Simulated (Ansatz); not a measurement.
AsH₅Si (`[SiH3][AsH2]`) from Hartree–Fock to CCSD(T)

Z-matrix (Å, degrees):
```
Si
As 1 2.365
H 1 1.486 2 113.4
H 1 1.486 2 108.2 3 -121.1
H 1 1.486 2 108.2 3 121.1
H 2 1.523 1 92.0 3 -46.4
H 2 1.523 1 92.0 3 45.8
```

Charge 0, multiplicity 1. Correlated methods include outer-core shells of As, which these sets cover unevenly. Scalar relativity is left out up to krypton. The geometry is a stationary point of PBE0-D4/def2-TZVP. Frozen core, restricted reference, Ansatz 0.2.0.

```json
{"basis": "def2-SVP", "HF (Eh)": "-2525.66662", "MP2 corr.": "?", "CCSD corr.": "?", "(T)": "-0.00998", "CCSD(T) total": "?"}
{"basis": "def2-TZVPP", "HF (Eh)": "?", "MP2 corr.": "?", "CCSD corr.": "-0.44551", "(T)": "-0.01528", "CCSD(T) total": "?"}
{"basis": "def2-QZVPP", "HF (Eh)": "-2526.10451", "MP2 corr.": "-0.70275", "CCSD corr.": "–", "(T)": "–", "CCSD(T) total": "–"}
```

**Question.** Fill in the withheld values. (Best estimate.)

**Answer.** Ansatz gave: def2-SVP MP2 corr.: -0.34798; def2-SVP CCSD corr.: -0.38306; def2-SVP CCSD(T) total: -2526.05966; def2-TZVPP HF (Eh): -2526.05003; def2-TZVPP MP2 corr.: -0.41007; def2-TZVPP CCSD(T) total: -2526.51082.
